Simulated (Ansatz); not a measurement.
Species: CH4FSi, charge 0, doublet. CH4FSi (SMILES C[SiH]F, doublet).
B3LYP-D3(BJ)/def2-TZVP minimum from Ansatz (a program for electronic structure):
```
C
H 1 1.0905
H 1 1.0920 2 108.40
H 1 1.0939 2 108.46 3 -117.59
Si 1 1.8716 2 111.58 3 121.27
F 5 1.6164 1 108.46 2 63.72
H 5 1.4917 6 106.54 1 -120.12
```
Charge 0, spin multiplicity 2.

Atomisation energy term by term, kcal/mol (programs: Ansatz). Radicals and triplets start from unrestricted determinants; spin-orbit coupling is neglected. Cores are frozen in correlated methods. Rows without X2C or -DK are non-relativistic. CBS(X,Y): correlation extrapolated as X^-3, Hartree-Fock from the larger set. A bracket is a step between two methods taken in the basis named. '+ core + X2C': CCSD(T) terms for core correlation (cc-pwCVTZ, 1s frozen past Ne) and scalar relativity (cc-pVTZ-DK). For partners of very few electrons the exact lower level stands in for a higher one.

```csv
term,basis,kcal/mol
Hartree-Fock,cc-pV(Q+d)Z,451.93
CCSD correlation,"CBS(cc-pV(T+d)Z,cc-pV(Q+d)Z)",130.36
(T),"CBS(cc-pV(T+d)Z,cc-pV(Q+d)Z)",7.25
CCSDT(Q) - CCSD(T),cc-pV(D+d)Z,0.43
core correlation,cc-pwCVTZ,1.01
scalar relativity,"X2C, cc-pVTZ-DK",-1.01
sum: De,,590.0
```
